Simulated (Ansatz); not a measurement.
```yaml
crystal:
  periodic: [false, false, false]
  atoms:
    - {symbol: Mn, position_ang: [-0.075554, -1.694003, 0.550891]}
    - {symbol: Mn, position_ang: [0.079217, 1.761249, -0.572667]}
    - {symbol: O, position_ang: [-0.003673, -0.067246, 0.021776]}
basis:
  gaussian: {orbitals: def2-TZVPD, nuclear_model: gaussian}
total_charge: 1
magnetization: {spin_polarized: true, initial_magnetization: 1}
hamiltonian: {xc: {name: LC-wPBE}, pseudopotentials: {relativity: scalar}}
output: {forces: true}
```

```sh
$ ansatz run in.yaml --threads 4 --pin off --events-out ev --progress --plain --max-ram 3916MiB
```

Output, abridged:

```
Functional definition: LC-wPBE
1092 factors; their error is unknown
312 factors; integrals over basis functions are off by at most 4.9e-5 eV
mean field evaluation 1: about -64916.5424 eV, gradient 2.1e2 eV
mean field evaluation 2: about -63821.0234 eV, gradient 4.9e2 eV
mean field evaluation 4: about -64512.5864 eV, gradient 3.3e2 eV
mean field evaluation 8: about -65008.7191 eV, gradient 7.3e0 eV
mean field evaluation 16: about -65010.9465 eV, gradient 2.2e0 eV
mean field evaluation 32: about -64930.8613 eV, gradient 7.0e1 eV
mean field evaluation 64: about -64982.3652 eV, gradient 6.3e1 eV
mean field evaluation 96: about -65012.0347 eV, gradient 7.3e-4 eV
mean field evaluation 128: about -65010.4052 eV, gradient 2.3e-3 eV
mean field evaluation 160: about -65012.6255 eV, gradient 4.7e-4 eV
mean field evaluation 192: about -65010.6195 eV, gradient 2.2e0 eV
mean field -65012.62547124 eV, -2389.1699189276 hartree, gradient 1.3e-5 eV, S^2 5.712482; 6 other end points of the search recorded, 0 dependent functions left out
reference -65012.62547124 eV, -2389.1699189280 hartree; 29, 28 occupied and 107, 108 virtual orbitals, 1092 factors
Total energy: -65012.62547124 eV, -2389.1699189280 hartree
Relativity: scalar
Atom 0 at    -0.075554    -1.694003     0.550891 Å, force     0.026496     0.605516    -0.196985 eV/Å
Atom 1 at     0.079217     1.761249    -0.572667 Å, force    -0.004622    -0.096862     0.031458 eV/Å
Atom 2 at    -0.003673    -0.067246     0.021776 Å, force    -0.021873    -0.508655     0.165527 eV/Å
Dipole moment:    -0.060819    -1.370681     0.445789 e Å
```

Run time 88 s (4 threads of Intel Xeon on a shared host).

LC-ωPBE has ω = 0.4 bohr⁻¹. The charge 1 doublet is spin-contaminated (final ⟨S²⟩ up to 5.71, 0.75 for a pure state).

The dipole of an ion depends on the origin.
